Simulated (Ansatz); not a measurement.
C2H6AlFN2 (`[CH3][Al]([NH2])[C](=N)F`), relaxed with RKS PBE0-D4/def2-TZVP in Ansatz from a PBE-D4/def2-SVP geometry. The force threshold is 0.005 eV/Å; the program also tests the step.

The species carries charge 0 and has multiplicity 1.

Start:

```xyz
12

C     0.525   -0.592    1.939
Al   -0.028    0.206    0.242
N    -0.599    1.877    0.036
C    -0.011   -0.784   -1.495
N    -0.351   -0.227   -2.584
F     0.396   -2.108   -1.471
H     0.487    0.120    2.788
H     1.563   -0.981    1.869
H    -0.118   -1.460    2.196
H    -0.875    2.234   -0.883
H    -0.708    2.599    0.750
H    -0.280   -0.884   -3.387
```

```json
{"step": "1", "energy (eV)": "-14458.5258", "largest force (eV/Å)": "1.218", "largest move (Å)": "0.000"}
{"step": "2", "energy (eV)": "-14458.5751", "largest force (eV/Å)": "0.377", "largest move (Å)": "0.027"}
{"step": "3", "energy (eV)": "-14458.5794", "largest force (eV/Å)": "0.076", "largest move (Å)": "0.014"}
{"step": "4", "energy (eV)": "-14458.5797", "largest force (eV/Å)": "0.077", "largest move (Å)": "0.011"}
{"step": "5", "energy (eV)": "-14458.5801", "largest force (eV/Å)": "0.085", "largest move (Å)": "0.014"}
{"step": "6", "energy (eV)": "-14458.5805", "largest force (eV/Å)": "0.006", "largest move (Å)": "0.006"}
{"step": "7", "energy (eV)": "-14458.5805", "largest force (eV/Å)": "0.003", "largest move (Å)": "0.001"}
```

End:

```xyz
12

C     0.520   -0.589    1.918
Al   -0.029    0.219    0.242
N    -0.594    1.872    0.040
C    -0.010   -0.774   -1.484
N    -0.349   -0.250   -2.569
F     0.399   -2.085   -1.452
H     0.470    0.110    2.756
H     1.546   -0.964    1.854
H    -0.111   -1.450    2.161
H    -0.866    2.234   -0.861
H    -0.695    2.573    0.754
H    -0.281   -0.896   -3.359
```

Run time 100 s (4 threads of a server CPU on a shared host); peak host memory 0.63 GiB.
